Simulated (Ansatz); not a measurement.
`COB(Br)OC` and `COB(O)Br` differ in one atom or group.

Ansatz, PBE0-D4/def2-TZVP geometries, multiplicity 1. Each molecule was computed in one conformer, which needn't be the lowest.

Scalar relativity is left out up to krypton.

```tsv
property	`COB(Br)OC`
LUMO energy (B3LYP/def2-TZVPP) / eV	0.52
HOMO energy (B3LYP/def2-TZVPP) / eV	-7.91
HOMO energy (ωB97M-V/def2-TZVPP) / eV	-10.47
size of the dipole moment (ωB97M-V/def2-TZVPP) / D	2.54
LUMO energy (ωB97M-V/def2-TZVPP) / eV	2.16
ideal-gas entropy at 298 K and 1 bar (rigid rotor, harmonic PBE0-D4/def2-TZVP) / J/(mol·K)	382
```

Problem. What does the change do to each property? (An estimate is asked.)

Solution. Computed: 
```json
{"property": "LUMO energy (B3LYP/def2-TZVPP) / eV", "`COB(O)Br`": "0.38", "shift": "-0.14"}
{"property": "HOMO energy (B3LYP/def2-TZVPP) / eV", "`COB(O)Br`": "-8.21", "shift": "-0.30"}
{"property": "HOMO energy (ωB97M-V/def2-TZVPP) / eV", "`COB(O)Br`": "-10.75", "shift": "-0.28"}
{"property": "size of the dipole moment (ωB97M-V/def2-TZVPP) / D", "`COB(O)Br`": "0.77", "shift": "-1.77"}
{"property": "LUMO energy (ωB97M-V/def2-TZVPP) / eV", "`COB(O)Br`": "2.12", "shift": "-0.04"}
{"property": "ideal-gas entropy at 298 K and 1 bar (rigid rotor, harmonic PBE0-D4/def2-TZVP) / J/(mol·K)", "`COB(O)Br`": "341", "shift": "-41"}
```

The zero-point energy changes by -73.4 kJ/mol with -9 modes. Dipoles are sizes alone; their direction can turn.

B3LYP here is the variant with VWN-RPA as its local correlation; programs differ in this.

Spin–orbit coupling is left out; it splits and shifts lone-pair levels of the heavy atoms by tenths of an eV.
